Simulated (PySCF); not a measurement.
First SCF of a structure search on quintet RuHCl, at a hand-made bent geometry. PySCF input:

```python
from pyscf import gto, scf, dft
mol = gto.M(atom='''
Ru     0.000000     0.000000     0.000000
H     -1.286100     0.000000     0.900500
Cl     1.834900     0.000000     1.284800''',
    basis={'Ru': 'def2-TZVP', 'H': 'def2-TZVP', 'Cl': 'def2-TZVP'},
    ecp={'Ru': 'def2-TZVP'},
    charge=0, spin=4)
mf = dft.UKS(mol, xc='PBE0')
mf.grids.atom_grid = (50, 194)
aux = {'Ru': 'def2-universal-JKFIT', 'H': 'def2-universal-JKFIT', 'Cl': 'def2-universal-JKFIT'}
mf = mf.density_fit(auxbasis=aux)
mf.conv_tol = 1e-08
mf.diis_space = 10
mf.max_cycle = 60
mf.init_guess = 'minao'
mf.verbose = 4
mf.kernel()
```

Excerpt of the output (cycles alone):

```
init E= -547.658774182798
cycle= 1 E= -554.224664743224  delta_E= -6.57  |g|= 1.64  |ddm|= 2.86
cycle= 2 E= -543.67949107875  delta_E= 10.5  |g|=  3.5  |ddm|= 7.73
cycle= 3 E= -555.168100528802  delta_E= -11.5  |g|= 0.685  |ddm|= 7.67
cycle= 4 E= -555.417493090363  delta_E= -0.249  |g|= 0.396  |ddm|= 0.769
cycle= 5 E= -555.4882645855  delta_E= -0.0708  |g|= 0.207  |ddm|= 0.318
cycle= 6 E= -555.505334928291  delta_E= -0.0171  |g|= 0.0937  |ddm|= 0.135
cycle= 7 E= -555.510158272942  delta_E= -0.00482  |g|= 0.0295  |ddm|= 0.0962
cycle= 8 E= -555.510623753094  delta_E= -0.000465  |g|= 0.00521  |ddm|= 0.0307
cycle= 9 E= -555.510650289039  delta_E= -2.65e-05  |g|= 0.0022  |ddm|= 0.00749
cycle= 10 E= -555.51066114548  delta_E= -1.09e-05  |g|= 0.00107  |ddm|= 0.00545
cycle= 11 E= -555.510666995887  delta_E= -5.85e-06  |g|= 0.000778  |ddm|= 0.00434
cycle= 12 E= -555.510670173402  delta_E= -3.18e-06  |g|= 0.000532  |ddm|= 0.00293
cycle= 13 E= -555.510674545224  delta_E= -4.37e-06  |g|= 0.000384  |ddm|= 0.00515
cycle= 14 E= -555.510678368765  delta_E= -3.82e-06  |g|= 0.000187  |ddm|= 0.00791
cycle= 15 E= -555.510678982303  delta_E= -6.14e-07  |g|= 5.77e-05  |ddm|= 0.00387
cycle= 16 E= -555.510679003519  delta_E= -2.12e-08  |g|= 2.68e-05  |ddm|= 0.000698
cycle= 17 E= -555.510679004398  delta_E= -8.79e-10  |g|= 1.27e-05  |ddm|= 8.36e-05
Extra cycle  E= -555.510679004388  delta_E= 1.02e-11  |g|= 1.69e-05  |ddm|= 2.53e-05
converged SCF energy = -555.510679004388  <S^2> = 6.0104065  2S+1 = 5.0041609
```

No lower solution of this spin was found from smeared starts or by a stability analysis within the unrestricted form.

Open d and f shells are described by one determinant, and the ground state may have another occupation or spin.

The search for the lowest solution, 3 starts and the stability check together, took 7.7 s on 2 threads of a shared INTEL XEON PLATINUM 8581C @ 2.30GHz (Emerald Rapids) host, with 83 basis functions; the process peaked at 0.36 GiB. Launch command: `OMP_NUM_THREADS=2 python axn.py task.json out`.
